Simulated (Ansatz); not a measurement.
`[SiH3]OBCl` + NH₃ → `NBO[SiH3]` + HCl at 700 K and 1 bar (ligand exchange at a B–Cl bond).

Isolated molecules relaxed with PBE0-D4/def2-TZVP in Ansatz; ΔE leaves out vibrations. CCSD(T)/CBS is the MP2 limit (def2-TZVPP, def2-QZVPP) plus CCSD(T) − MP2 in def2-TZVPP, frozen cores. This one scheme is used for every species. One conformer a species, not always the lowest.

```json
{"species": "`[SiH3]OBCl`", "CCSD(T)/CBS energy (Eh)": "-851.35221", "H − E (kJ/mol)": "179.6", "S (J/(mol·K))": "418.2"}
{"species": "NH₃", "CCSD(T)/CBS energy (Eh)": "-56.50880", "H − E (kJ/mol)": "116.9", "S (J/(mol·K))": "226.5"}
{"species": "`NBO[SiH3]`", "CCSD(T)/CBS energy (Eh)": "-447.48791", "H − E (kJ/mol)": "255.7", "S (J/(mol·K))": "433.6"}
{"species": "HCl", "CCSD(T)/CBS energy (Eh)": "-460.38127", "H − E (kJ/mol)": "38.4", "S (J/(mol·K))": "211.8"}
```

H − E and S are ideal-gas, rigid-rotor, harmonic terms from PBE0-D4/def2-TZVP, for one conformer and one mirror image of each species. 1 Eh = 2625.50 kJ/mol, R = 8.31446 J/(mol·K).

Q: By hand: ΔE, ΔH, ΔS and ΔG.

A: ΔE = (-447.48791) + (-460.38127) − (-851.35221) − (-56.50880) = -0.00817 Eh = -21.5 kJ/mol. Δ(H − E) = 255.7 + 38.4 − 179.6 − 116.9 = -2.4, so ΔH = -23.9 kJ/mol. ΔS = 433.6 + 211.8 − 418.2 − 226.5 = 0.7 J/(mol·K). ΔG = -23.9 − 700 × (0.7)/1000 = -24.4 kJ/mol.

Q: By hand: the equilibrium constant, and the temperature at which ΔG would vanish if ΔH and ΔS stayed fixed.

A: log₁₀ K = −ΔG/(RT ln 10) = 1.8. ΔH and −TΔS have one sign here, so there is no such temperature. One of them is within its doubt of zero, so this could turn.

The number of gas molecules stays the same, so ΔS is small and ΔH decides. A doubt of 5 kJ/mol in ΔE shifts log₁₀ K by 0.4 here. Other conformers and mirror images would add mixing entropy, several J/(mol·K) or more a flexible species. Modes under 60 cm⁻¹, often nearly free rotors, make the harmonic entropy too high. These are equilibria of isolated gas molecules and say nothing of rates. Largest T1 diagnostic: 0.012 (customary marks: 0.02 for closed shells, 0.045 for open ones).
